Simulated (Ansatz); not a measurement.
A nudged elastic band was laid between two geometries of CH$_{7}$AlOSn (11 atoms, charge 0, multiplicity 1).

These are results of Ansatz 0.2.0, RKS r2SCAN/def2-SVP, not measurements.

* movable images: 1
* climbing image: no
* spring: 5.0 eV/Å²
* optimiser: quadratic models (default)
* start path: IDPP
* force threshold: 0.05 eV/Å
* iteration limit: 60
* end points: relaxed

Image 0:

```xyz
11
Properties=species:S:1:pos:R:3
C -1.055 1.749 -0.278
Al -0.298 0.223 -1.237
Sn 1.039 -1.620 0.154
O 0.450 -1.436 2.077
H -1.098 1.609 0.814
H -2.072 1.989 -0.632
H -0.445 2.652 -0.468
H -0.467 0.097 -2.818
H 2.768 -1.517 0.143
H 0.640 -3.267 -0.126
H 0.604 -0.535 2.392
```

Image 2:

```xyz
11
Properties=species:S:1:pos:R:3
C -0.671 1.911 -0.346
Al 0.167 0.384 -1.234
Sn 0.705 -1.777 0.236
O -0.447 -1.646 1.890
H 0.098 2.670 -0.104
H -1.171 1.646 0.600
H -1.407 2.416 -0.995
H 0.534 0.441 -2.784
H 2.339 -1.986 0.772
H 0.187 -3.297 -0.374
H -0.270 -0.820 2.359
```

**Question.** What changes between the two ends?

**Answer.** No bond is made or broken. The dihedral H6–C1–Al2–Sn3 goes from -138 to -20°.

**Question.** Give the energies along the band, and the barrier.

**Answer.** The forces met the threshold. The highest image is number 1 of 0 to 2, 0.1 kcal/mol above the ends, which have the same energy within 2 meV. The top lies less than 8 meV above the higher end, about what the thresholds resolve: that end is a shoulder or a very shallow well. No image climbed, so the highest image needn't sit at the top of the path. So few images can step over the top or miss a turn of the path.

```
image  path coordinate (Å)  energy (kcal/mol)  dihedral H6–C1–Al2–Sn3 (°)
    0                 0.00                0.0                        -138
    1                 1.64                0.1                         -78
    2                 3.27                0.0                         -20
```

**Question.** What is the geometry of the highest image?

**Answer.** 
```xyz
11
Properties=species:S:1:pos:R:3
C -0.741 1.899 -0.333
Al 0.056 0.365 -1.246
Sn 0.798 -1.740 0.220
O -0.181 -1.637 1.982
H -0.249 2.132 0.626
H -1.797 1.678 -0.087
H -0.739 2.810 -0.953
H 0.232 0.345 -2.830
H 2.484 -1.865 0.594
H 0.294 -3.292 -0.315
H -0.092 -0.753 2.364
```

The run took 25 s on 2 threads of Arm Neoverse V2, with other jobs on the host, peak memory 0.17 GiB.
